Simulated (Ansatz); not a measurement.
Reactions of ClF2H3SSi2 (`F[SiH](F)S[SiH2]Cl`).

Computed with Ansatz on PBE0-D4/def2-TZVP structures; ΔE is electronic, products minus reactants. CCSD(T)/CBS adds triple-zeta CCSD(T) − MP2 to the extrapolated MP2 energy (def2 sets, frozen cores). This one scheme is used for every species. DFT in def2-TZVPP. For Ge outer-core shells are correlated without core-valence functions, which leaves a few kJ/mol of doubt a bond. Scalar relativity is left out up to krypton. One conformer a species, not always the lowest.

| reaction | r2SCAN-D4 (kcal/mol) | CCSD(T)/CBS(def2) (kcal/mol) |
| --- | --- | --- |
| `F[SiH](F)S[SiH2]Cl` + `C[SiH2]O` → `C[SiH2]O[SiH2]Cl` + `F[SiH](F)S` | -13.3 | -14.3 |
| `F[SiH](F)S[SiH2]Cl` + `C=C[SiH2]O` → `C=C[SiH2]O[SiH](F)F` + `S[SiH2]Cl` | -17.8 | -19.0 |
| `F[SiH](F)S[SiH2]Cl` + `C[N]([GeH3])[SiH](O)F` → `CN([SiH2]Cl)[SiH](O)F` + `F[SiH](F)[S][GeH3]` | -11.1 | -10.5 |
| `F[SiH](F)S[SiH2]Cl` + `[CH3][AlH][OH]` → `[CH3][AlH][O][SiH](F)F` + `S[SiH2]Cl` | -19.4 | -20.7 |
| `F[SiH](F)S[SiH2]Cl` + `B1CN1` → `Cl[SiH2]C1BN1` + `F[SiH](F)S` | 15.5 | 14.7 |
| `F[SiH](F)S[SiH2]Cl` + `C[CH2][GeH3]` → `F[SiH](F)[GeH3]` + `CCS[SiH2]Cl` | 21.1 | 21.7 |
| `F[SiH](F)S[SiH2]Cl` + `N[Si](Cl)(Cl)Cl` → `Cl[SiH2]N[Si](Cl)(Cl)Cl` + `F[SiH](F)S` | 0.7 | -0.7 |
| `F[SiH](F)S[SiH2]Cl` + `CO[SiH2]S` → `CO[SiH2]S[SiH](F)F` + `S[SiH2]Cl` | -1.7 | -1.7 |
| `F[SiH](F)S[SiH2]Cl` + `C[NH][GeH2][Cl]` → `C[N]([SiH2]Cl)[GeH2][Cl]` + `F[SiH](F)S` | 0.5 | -1.4 |
| `F[SiH](F)S[SiH2]Cl` + `SS` → `SS[SiH2]Cl` + `F[SiH](F)S` | 0.7 | 0.4 |

Largest T1 diagnostic: 0.013, for `B1CN1`.
